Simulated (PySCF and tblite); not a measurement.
Results of a calculation; reference values are marked as such.
C₉H₁₁FO, numbered as in [CH3:1][CH:2]([CH3:3])[c:4]1[cH:5][cH:6][c:7]([OH:8])[c:9]([F:10])[cH:11]1.

Conformers came from 90 starts (ETKDG, MMFF94s, GFN2-xTB); geometries are GFN2-xTB. Weights use PBE0-D3(BJ)/pcSseg-1 energies plus GFN2-xTB zero-point and thermal terms (modes under about 100 cm⁻¹ blended into free rotors). Symmetry numbers and mirror images are counted. Conformers within 3 kcal/mol (GFN2-xTB free energy) were kept, 8 at most. Codes: tblite and PySCF.

An NOE distance is ⟨r⁻⁶⟩^(−1/6) over all pairs of like atoms and, for the average, over conformers.

Torsions listed: C1–C2–C4–C5, C6–C7–O8–H8.

```csv
conformer,shape,weight %
1,"118°, 180°",57.3
2,"-62°, 180°",41.9
3,"118°, 0°",0.4
4,"-62°, 0°",0.3
```

**Question.** Which H–H contacts under 3.5 Å would NOEs report (pairs on one atom left out) at 298.15 K?

**Answer.** 
```tsv
pair	in 1 (Å)	in 2 (Å)	in 3 (Å)	in 4 (Å)	average (Å)
H5 ··· H6	2.46	2.46	2.45	2.44	2.46
H2 ··· H5	2.30	3.78	2.30	3.78	2.50
H1/H3 ··· H2	2.59	2.59	2.59	2.59	2.59
H2 ··· H11	3.80	2.32	3.80	2.31	2.64
H1/H3 ··· H11	2.82	4.09	2.82	4.09	3.05
H1/H3 ··· H5	4.07	2.81	4.08	2.81	3.17
H6 ··· H8	3.54	3.53	2.29	2.28	3.48
```

Longer pairs under the limit may be missing.

**Question.** In a model where alignment follows shape alone (order matrix 0.001 × (3G/tr G − 1)/2, G the second moments of the atom positions; splitting J + 2D), what are the one-bond C–H dipolar couplings D?

**Answer.** H1/H3 -1.2 Hz (-1.3 in conformer 1), H2 4.5 Hz (4.1 in conformer 1), H5 0.2 Hz (2.0 in conformer 1), H6 0.8 Hz (-1.0 in conformer 1), H11 1.5 Hz (-0.2 in conformer 1).


Conformer gaps in pcSseg-1 on xTB geometries can be 2 kcal/mol off for S=O, P=O and other polar bonds.